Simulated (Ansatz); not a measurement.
The cluster Mg₂O₃H₂. Charge 0, multiplicity 1. Geometry r2SCAN-D4/def2-SVP, basis def2-TZVP, Ansatz.

Cartesian coordinates in Å:
```
Mg 1.120 0.464 1.220
Mg -0.893 -0.312 -0.367
O 1.131 0.284 -0.636
O -0.306 -0.778 1.533
O -0.771 0.732 1.385
H 1.626 0.361 -1.454
H -1.907 -0.752 -1.680
```

```
run  HOMO (eV)  LUMO (eV)
  A      -5.27      -2.97
  B      -4.99      -3.54
  C      -6.38      -3.23
  D      -6.51      -2.87
  E      -8.93      -1.25
```

B3LYP takes the VWN-RPA correlation. Another isomer (singlet) lies 2.34 eV lower at PBE0-D4/def2-TZVP; other spin states weren't run for this one.

**Question.** The runs used B3LYP, PBE, PBE0, r2SCAN, ωB97X-V. Estimate which is which.

**Answer.** A r2SCAN (0 % exact exchange); B PBE (0 % exact exchange); C B3LYP (20 % exact exchange); D PBE0 (25 % exact exchange); E ωB97X-V (range-separated). Exact exchange lowers occupied and raises empty levels; among semilocal functionals meta-GGAs tend to open the gap a little, and such runs are hard to tell apart. The gap grows from 1.45 eV (PBE) to 7.69 eV (ωB97X-V). The restricted singlet is unstable towards broken spin symmetry in Hartree–Fock (as tested in another run); at r2SCAN-D4/def2-TZVP, PBE-D4/def2-TZVP, B3LYP-D4/def2-TZVP, PBE0-D4/def2-TZVP and others this wasn't settled.
